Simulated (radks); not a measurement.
Ni, configuration [Ar] 3d8 4s1 4p1 (not the ground configuration). Calculated with a radial shooting solver on a logarithmic mesh with Libxc functionals: non-relativistic Kohn-Sham, r2SCAN, spin-polarised, spherical densities, point nucleus; open shells are filled with parallel spins first; meta-GGA in the generalised Kohn-Sham scheme.

Unscreened Slater integrals over Kohn-Sham orbitals (hartree). They are taken over the spin-up orbitals.

integral       value
F0(4p,4p)    0.24488
F2(4p,4p)    0.12455
F0(4p,4s)    0.27729
G1(4p,4s)    0.17281
F0(4p,3d)    0.32344
F2(4p,3d)   0.057257
G1(4p,3d)   0.025072
G3(4p,3d)   0.019420
F0(4p,3p)    0.32751
F2(4p,3p)   0.042801
G0(4p,3p)  0.0092940
G2(4p,3p)   0.010403
F0(4s,4s)    0.32810
F0(4s,3d)    0.41987
G2(4s,3d)   0.045759
F0(4s,3p)    0.42843
G1(4s,3p)   0.021055
F0(3d,3d)    0.95479
F2(3d,3d)    0.43324
F4(3d,3d)    0.26805
F0(3d,3p)     1.0437
F2(3d,3p)    0.48729
G1(3d,3p)    0.60216
G3(3d,3p)    0.36412
F0(3p,3p)     1.1571
F2(3p,3p)    0.57862

Derived for the open shells (J is the average intra-shell exchange parameter used in DFT+U). 3d: Racah B = F2/49 - 5 F4/441 = 0.005803 hartree, C = 35 F4/441 = 0.02127 hartree, C/B = 3.67, F4/F2 = 0.619, J = (F2 + F4)/14 = 0.05009 hartree. 4p: J = F2/5 = 0.02491 hartree.
